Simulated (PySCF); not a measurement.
C4H10Se.
SMILES with atom numbers: `[CH3:1][C:2]([CH3:3])([CH3:4])[SeH:5]` (hydrogens: H6, H7, H8 on C1; H9, H10, H11 on C3; H12, H13, H14 on C4; H15 on Se5)

Cartesian coordinates in Å at the PBE0-D3(BJ)/def2-SVP level; atoms count from 1:
```xyz
15
C4H10Se angstrom
C     -0.0033    1.1273    0.7591
C      0.0936   -0.1137   -0.1187
C      0.3418   -1.3597    0.7214
C     -1.1661   -0.2763   -0.9634
Se     1.5727    0.1103   -1.4331
H     -0.8476    1.0231    1.4629
H     -0.1651    2.0328    0.1567
H      0.9116    1.2728    1.3536
H      0.4289   -2.2568    0.0916
H     -0.4961   -1.5094    1.4246
H      1.2646   -1.2691    1.3144
H     -1.1025   -1.1580   -1.6193
H     -1.3500    0.6100   -1.5899
H     -2.0380   -0.4094   -0.3020
H      2.6259    0.2389   -0.4135
```

Computed with core-valence-separated Tamm–Dancoff BHandHLYP/aug-pcX-1 (pcseg-1 on H, def2-SVPD on Se) in PySCF, non-relativistic, gas phase, PBE0-D3(BJ)/def2-SVP geometry. No empirical shift is added; at this level the pattern usually sits a few eV under experiment.

(1) List the carbon K-edge absorption lines.

Results:

(1) 
| E (eV) | f | core hole on | main final orbital |
| --- | --- | --- | --- |
| 284.79 | 0.0576 | C2 | LUMO+1 (60 %) |
| 285.39 | 0.0262 | C1/C3 | LUMO (2 roots, f summed) |
| 285.44 | 0.0103 | C4 | LUMO (53 %) |
| 285.78 | 0.0298 | C1/C3 | LUMO+1 (2 roots, f summed) |
| 285.90 | 0.0162 | C4 | LUMO+1 (61 %) |
| 286.26 | 0.0582 | C1/C3 | spread (2 roots, f summed) |
| 286.39 | 0.0330 | C4 | LUMO+6 (36 %) |
| 286.58 | 0.0266 | C1/C3 | spread (2 roots, f summed) |
| 286.65 | 0.0118 | C4 | spread |
| 286.93 | 0.0051 | C1/C3 | LUMO+3 (2 roots, f summed) |
| 286.99 | 0.0057 | C4 | LUMO+2 (48 %) |
| 287.17 | 0.0054 | C4 | LUMO+5 (34 %) |
| 287.29 | 0.0099 | C1/C3 | LUMO+4 (2 roots, f summed) |

The first line with a tenth or more of the strongest one's intensity is at 284.79 eV (f = 0.058), with the hole on C2 (sp3 carbon bound to selenium). The strongest listed is at 286.26 eV (f = 0.058, sum of 2; C1/C3).

Roots within 0.03 eV whose holes lie on the same, on equivalent or on shared atoms are summed into one line, and the highest roots are left out, as the search may have cut off their partners. Final orbitals are the ground state's empty Kohn–Sham orbitals.

Question: What are the wavelength and the wavenumber of the 286.26 eV line?

Answer: λ = 12398.42 eV Å/286.26 eV = 43.312 Å; 2.3088 × 10⁶ cm⁻¹.

The ionisation thresholds weren't computed; near and above them a finite basis only mimics Rydberg series and continuum. Relativistic effects, spin–orbit coupling among them, are left out although an element past zinc is present.

Cost: about 40 s of CPU time on one thread; the machine was shared, so the figure is rough.
